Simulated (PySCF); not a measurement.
## Dipole moment and polarisability of `B1OBOB(c2ccncc2)O1`

Species: C₅H₆B₃NO₃.
SMILES with atom numbers: `[BH:1]1[O:2][BH:3][O:4][B:5]([c:6]2[cH:7][cH:8][n:9][cH:10][cH:11]2)[O:12]1` (hydrogens: H13 on B1; H14 on B3; H15 on C7; H16 on C8; H17 on C10; H18 on C11)

Structure used (PBE0-D3(BJ)/def2-SVP), in Å, numbered top down from 1:
```xyz
18
C5H6B3NO3 angstrom
B     -3.0489    0.6914    0.7140
O     -3.6126   -0.4723    0.2582
B     -2.8349   -1.4588   -0.2908
O     -1.4813   -1.2747   -0.3851
B     -0.8962   -0.1144    0.0692
C      0.6443    0.0854   -0.0283
C      1.2554    1.2644    0.4180
C      2.6392    1.3929    0.3112
N      3.4257    0.4463   -0.1962
C      2.8522   -0.6769   -0.6220
C      1.4785   -0.9057   -0.5615
O     -1.6945    0.8654    0.6140
H     -3.7368    1.5511    1.1959
H     -3.3360   -2.4780   -0.6839
H      0.6553    2.0718    0.8443
H      3.1371    2.3075    0.6538
H      3.5220   -1.4401   -1.0354
H      1.0573   -1.8462   -0.9248
```

Level: B3LYP/def2-SVPD (PySCF), static field, nuclei fixed, core orbitals frozen in the response. The polarisability tensor in these axes (au):

```
x   141.56   5.59  -6.87
y     5.59 108.92  18.99
z    -6.87  18.99  73.83
```

Task: Diagonalise the tensor; give its mean and Δα, where Δα² is half the sum of the squared differences of the eigenvalues.

Result: Principal values 64.57, 117.01 and 142.73 au; mean 108.10 au = 16.02 Å³ = 17.82 × 10⁻⁴⁰ C²·m²/J; Δα = 68.99 au (64 % of the mean).

Task: What is the dipole moment, and where does it point?

Result: (-1.39, -0.18, 0.09) D, 1.40 D in size, pointing from the negative to the positive side. Measured along this direction, the outermost atoms are N9, H17 and H16 at the negative end and O2, H13 and H14 at the positive end.

Task: What molar refraction does this α imply?

Result: Lorentz–Lorenz: R = (4π/3)N_A α = 2.5225 cm³/(mol·Å³) × 16.02 Å³ = 40.4 cm³/mol, in the limit of long wavelengths.

Task: Find the Langevin capture rate constant for H3O+ (19.018 u) meeting this molecule (161.063 u), k = 2.342 × 10⁻⁹ cm³/s × √(α in Å³ / reduced mass in u).

Result: The reduced mass is 17.01 u, so k = 2.27 × 10⁻⁹ cm³/s. The formula leaves out the permanent dipole, which adds to the capture rate.

Task: What would n − 1 = 2πNα be for an ideal gas of these molecules at 350 K and 1 atm, electronic part alone?

Result: N = p/kT = 2.0968 × 10¹⁹ cm⁻³, so n − 1 = 2π × N × 16.02 × 10⁻²⁴ cm³ = 2111 × 10⁻⁶ at long wavelengths, for an ideal gas.

Task: What depolarisation ratio follows for Rayleigh scattering of linearly polarised light, taking the static tensor?

Result: ρ = 3Δα²/(45ᾱ² + 4Δα²) = 14278.5/(525900 + 19038.0) = 0.0262.

Task: Along which axes do the principal values lie, and how far do the nuclei extend along each?

Result: Largest value along (0.99, 0.13, -0.06), where the nuclei span 7.11 Å; middle along (-0.09, 0.91, 0.41), 4.46 Å; least along (0.11, -0.40, 0.91), 0.05 Å. The response follows the extents in order.

One conformer (not necessarily the lowest) at the PBE0-D3(BJ)/def2-SVP geometry, without solvent, vibrations or thermal averaging.

The run behind these numbers computed excited states as well. On one thread of an Arm Neoverse V1, shared host with 32 logical CPUs at a one-minute load of 16, this took 1.9 min wall and 1.2 GiB of memory at its peak.
